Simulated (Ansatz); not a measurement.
(Cl2Al-mu-PH2)3 (Al₃P₃H₆Cl₆), relaxed as a singlet with RKS PBE-D4/def2-SVP in Ansatz, starting from the GFN2-xTB geometry. Force threshold 0.03 eV/Å.

Start:

| atom | x (Å) | y (Å) | z (Å) |
| --- | --- | --- | --- |
| Al1 | -1.8307 | -1.4772 | 0.7569 |
| Cl2 | -3.0666 | -0.9935 | -0.7862 |
| Cl3 | -2.2413 | -2.7933 | 2.2442 |
| P4 | -1.0929 | 0.6606 | 1.6708 |
| Al5 | 0.3540 | 2.4078 | 0.7489 |
| Cl6 | -0.7079 | 4.1224 | 0.5447 |
| Cl7 | 2.1516 | 2.1727 | 1.6677 |
| P8 | 0.5862 | 1.2955 | -1.4129 |
| Al9 | 1.7668 | -0.8003 | -1.8192 |
| Cl10 | 3.6236 | -0.5532 | -1.0386 |
| Cl11 | 1.3110 | -1.5548 | -3.6458 |
| P12 | 0.3570 | -1.9747 | -0.1986 |
| H13 | -2.2473 | 1.2715 | 2.1333 |
| H14 | -0.5946 | 0.3954 | 2.9362 |
| H15 | 0.8403 | 2.2203 | -2.4129 |
| H16 | -0.7214 | 1.0459 | -1.8128 |
| H17 | 1.1316 | -2.1219 | 0.9438 |
| H18 | 0.3806 | -3.3232 | -0.5197 |

(1) Estimate the energy that the relaxation releases and the steps that it takes.

(2) Does the start keep its bonding?

(3) Predict the relaxed structure.

Results:

(1) 86.1 kJ/mol, in 17 steps; 92 s on 4 threads of Arm Neoverse V1 on a shared host. The force fell under the threshold at step 12, but the optimiser went on and released 0.006 eV more. No frequencies were taken in this run, so the end may be a saddle point.

(2) By distances, no bond broke or formed. The bond that changes most is Al5–Cl7, from 2.03 to 2.14 Å (atoms count from 1).

(3) 
```xyz
18

Al   -1.557   -1.476    0.773
Cl   -2.541   -1.033   -1.075
Cl   -2.345   -2.930    2.101
P    -1.381    0.720    1.753
Al    0.328    2.118    0.784
Cl   -0.095    4.188    0.952
Cl    2.101    1.289    1.645
P     0.378    1.362   -1.506
Al    1.464   -0.770   -1.862
Cl    3.549   -0.380   -1.805
Cl    0.622   -1.819   -3.504
P     0.720   -1.934    0.126
H    -2.678    1.315    1.701
H    -1.162    0.686    3.163
H     1.078    2.358   -2.253
H    -0.912    1.425   -2.111
H     1.619   -1.777    1.222
H     0.814   -3.341   -0.105
```
Bond lengths (bridged metal pairs left out): 6 × Al–Cl 2.12 to 2.14 Å; 6 × Al–P 2.41 to 2.42 Å; 6 × H–P 1.43 Å.
